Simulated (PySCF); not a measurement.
TDDFT excited states: Cl6SSi2

Species: (Cl3Si)2S.
Geometry (PBE0-D3(BJ)/def2-SVP, Å), atoms numbered from 1 in this order:
```
atom  x, y, z in Å
Si1    0.1200    1.6219   -0.3850
Cl2    1.9885    1.6966   -1.1952
Cl3   -1.1955    0.9799   -1.8049
Cl4   -0.4093    3.4885    0.2338
S5     0.0726    0.4090    1.3674
Si6   -0.0809   -1.5707    0.5933
Cl7    0.5361   -2.7857    2.1085
Cl8   -1.9994   -2.0488    0.1010
Cl9    1.1007   -1.8601   -1.0445
```

Method: TDDFT wB97X-D/def2-SVPD, vertical, gas phase, core orbitals frozen in the response in PySCF.

Problem. Predict the UV-vis stick spectrum at this level.

Solution. 

```tsv
state	λ (nm)	E (eV)	f	|μ| (D)	main configurations (H = HOMO, L = LUMO)
S1	205.2	6.04	0.0000	0.02	H→L+1 (91%)
S2	197.1	6.29	0.0043	0.43	H→L (84%), H→L+2 (10%)
S3	178.2	6.96	0.0093	0.59	H→L+2 (73%)
S4	170.6	7.27	0.0090	0.57	H→L+3 (58%), H-3→L+1 (18%), H-2→L+1 (10%)
S5	167.8	7.39	0.0002	0.08	H-1→L+1 (50%), H-2→L (22%), H-3→L (11%)
S6	167.3	7.41	0.0003	0.09	H-1→L (39%), H-2→L+1 (26%), H-3→L+1 (14%)
S7	164.6	7.53	0.039	1.17	H-4→L (30%), H-3→L+1 (17%), H-2→L+1 (17%)
S8	163.5	7.58	0.0023	0.28	H-3→L (46%), H-2→L (21%)
S9	160.4	7.73	0.0034	0.34	H-4→L+1 (26%), H-5→L (14%)
S10	160.2	7.74	0.030	1.02	H-5→L+1 (41%), H-4→L (12%), H-2→L+1 (8%)
```

Triplets, Tamm–Dancoff:

```tsv
state	E (eV)	λ (nm)	main configurations (H = HOMO, L = LUMO)
T1	5.74	216.0	H→L+1 (89%)
T2	5.86	211.7	H→L (84%)
T3	6.71	184.9	H→L+2 (71%), H→L+3 (11%)
T4	6.74	184.0	H-3→L+1 (33%), H-2→L+1 (22%), H→L+3 (18%)
```

The lowest singlet lies at 6.04 eV (205 nm, ultraviolet) and is dark (f under 0.0005); its leading configuration is HOMO→LUMO+1 (91%). The most intense listed level is S7 at 7.53 eV (165 nm, f = 0.039), 1.49 eV above S1. Löwdin shares by element: HOMO sulfur 67%, chlorine 15% or more (atoms not listed hold the other 18%); LUMO chlorine 30% or more, sulfur 17%, silicon 14% or more (atoms not listed hold the other 39%). The oscillator strengths of these states sum to 0.098; summed over the whole spectrum of an exact calculation they would give the number of electrons, 146 (Thomas–Reiche–Kuhn). Weighted by f, the mean energy of these states is 7.47 eV. Orbital energies (eV): HOMO-3 -11.60, HOMO-2 -11.53, HOMO-1 -11.48, HOMO -10.45, LUMO 0.35, LUMO+1 0.39, LUMO+2 1.06. The vertical ionisation energy (ΔSCF) is 10.53 eV, 2.79 eV above S10. Only the lowest 10 singlets were computed, as vertical energies without vibronic structure.
